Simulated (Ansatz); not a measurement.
Breaking the P1–O2 bond in PO (multiplicity 2 held). Energies count from the point at 1.480 Å.


Restricted levels (R-, RO-) in cc, def2 and unpolarised 6-31G sets keep to the state of the molecule at rest. Unrestricted levels (U-) break spin symmetry where that is lower. Full CI gives the lowest state of the spin. Levels need not reach the same state.

Frozen-core correlation.

Codes used: Ansatz (Gaussian orbitals). Values without a source in brackets are computed.

| level | energy at R = 5.919 Å (kJ/mol) |
|---|---|
| RO-HF/6-31G | 516.7 |
| U-HF/6-31G | -38.1 |
| RO-MP2/6-31G | 809.2 |
| U-MP2/6-31G | 218.0 |
| RO-SCS-MP2/6-31G | 771.6 |
| U-SCS-MP2/6-31G | 208.4 |
| U-CCSD/6-31G | 258.4 |
| U-CCSD(T)/6-31G | ___ |
| FCI/6-31G | ___ |

Q: What belongs in the gaps?

A: 
- U-CCSD(T)/6-31G, energy at R = 5.919 Å (kJ/mol): 269.8
- FCI/6-31G, energy at R = 5.919 Å (kJ/mol): 277.2

Doubts at one or more of the structures used: a restricted determinant that unrestricted orbitals would lower (RO-HF/6-31G, RO-MP2/6-31G, RO-SCS-MP2/6-31G); a spin-contaminated determinant (U-HF/6-31G, U-MP2/6-31G, U-SCS-MP2/6-31G, U-CCSD/6-31G, U-CCSD(T)/6-31G); T1 above 0.05 (U-CCSD/6-31G, U-CCSD(T)/6-31G).

Ansatz is a first-principles code.
